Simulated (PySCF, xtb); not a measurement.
CHCl, SMILES [CH]Cl (connectivity only; charge and spin as stated), neutral, multiplicity 1.

Harmonic wavenumbers (cm⁻¹) from GFN2-xTB (xtb) at its own minimum, in rising order: 885, 1188, 2755.

Problem. What does PySCF 2.14.0 with ωB97X-D3(BJ)/def2-TZVPD give at its own minimum? (The exact figures need the calculation; the answer reports its results.)

Solution. 850, 1237, 2967. Paired by order, the mean absolute difference is 99 cm⁻¹ and the zero-point energies are 6.9 and 7.2 kcal/mol.
